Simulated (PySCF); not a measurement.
Compound: Cu₂ (singlet state).
Geometry (B3LYP/def2-TZVP, Å), atoms numbered from 1 in this order:
```xyz
2
Cu2 angstrom
Cu     1.1372   -0.0026   -0.0049
Cu    -1.1530    0.0017   -0.0102
```

The calculation used B3LYP/def2-TZVP geometry optimisation, gas phase in PySCF.

Masses are those of the commonest isotopes; rigid-rotor values at the optimised geometry. 

(1) What are the moment of inertia and the rotational constant?

(2) List the first levels of a rigid rotor in a Σ state.

(3) Has it a pure rotational spectrum?

Results:

(1) I = 165.031 u·Å², B = 505379 MHz·u·Å²/I = 3062 MHz (0.1021 cm⁻¹, or 0.147 K as hB/k). For two atoms I = μr² with μ = 31.4648 u and r = 2.2902 Å.

(2) E(J) = BJ(J+1): J = 1: 0.204, J = 2: 0.613, J = 3: 1.226, J = 4: 2.043, J = 5: 3.064, J = 6: 4.290 cm⁻¹.

(3) Not by electric dipole: D∞h allows no dipole (computed 0.00 D). Rotational Raman lines (ΔJ = 2) lie at B(4J + 6), spaced by 4B = 0.409 cm⁻¹, with nuclear-spin weights that differ between even and odd J.

No B3LYP/def2-TZVP frequencies stand behind this structure, so it isn't proved a minimum. Isolated species at its B3LYP/def2-TZVP geometry, gas phase. Zero-point vibration and centrifugal distortion are left out.
